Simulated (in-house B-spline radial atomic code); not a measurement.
Values are calculated unless marked as measured or tabulated.
# Weak and strong correlation along the adiabatic connection

Two-electron singlets in several external potentials (atomic units), by full CI in B-splines with partial waves to l = 8 (correlation energies up to 0.6 % small). The repulsion is scaled by λ at fixed density; W(λ) is the mean repulsion less the Hartree energy, W(0) = E_x, and the area under W from 0 to 1 is E_xc.

Relative drop (W(λ) − E_x)/E_x:

| system | λ = 0.12 | λ = 0.25 | λ = 0.4 | λ = 0.6 | λ = 0.8 | λ = 1 |
| --- | --- | --- | --- | --- | --- | --- |
| empty sphere, radius 7.61 bohr | 0.0602 | 0.1083 | 0.1490 | 0.1872 | 0.2142 | 0.2342 |
| −V exp(−r²/w²), V = 23.3, w = 10.1 | 0.0192 | 0.0381 | 0.0577 | 0.0807 | 0.1006 | 0.1181 |
| −Z exp(−kr)/r, Z = 8.58, k = 2.01 | 0.0023 | 0.0047 | 0.0075 | 0.0112 | 0.0148 | 0.0183 |
| ω²r²/2 − Z/r, ω = 0.0146, Z = 1 | 0.0346 | 0.0662 | 0.0967 | 0.1296 | 0.1561 | 0.1778 |
| empty sphere, radius 6.36 bohr | 0.0500 | 0.0923 | 0.1297 | 0.1667 | 0.1939 | 0.2146 |
| −Z/r, Z = 2.25 | 0.0095 | 0.0193 | 0.0301 | 0.0435 | 0.0561 | 0.0678 |
| −Z exp(−kr)/r, Z = 4.27, k = 1.91 | 0.0059 | 0.0121 | 0.0190 | 0.0278 | 0.0363 | 0.0444 |

Question: Order the systems by how far second-order (GL2) theory, half the initial slope (estimated from the first points of each curve), overshoots the correlation energy, least first.
A. −Z exp(−kr)/r, Z = 4.27, k = 1.91
B. empty sphere, radius 7.61 bohr
C. −Z/r, Z = 2.25
D. empty sphere, radius 6.36 bohr
E. ω²r²/2 − Z/r, ω = 0.0146, Z = 1
F. −V exp(−r²/w²), V = 23.3, w = 10.1
G. −Z exp(−kr)/r, Z = 8.58, k = 2.01

Answer: G (GL2/E_c = 1.03), A (GL2/E_c = 1.08), C (GL2/E_c = 1.13), F (GL2/E_c = 1.27), E (GL2/E_c = 1.48), D (GL2/E_c = 1.72), B (GL2/E_c = 1.89).

Question: What else changes along this order?

Answer: The ratio follows the bend of the curve. With it the leading natural occupation goes from 1.999 to 1.791 and −T_c/E_c from 0.97 to 0.53 between the first and the last.
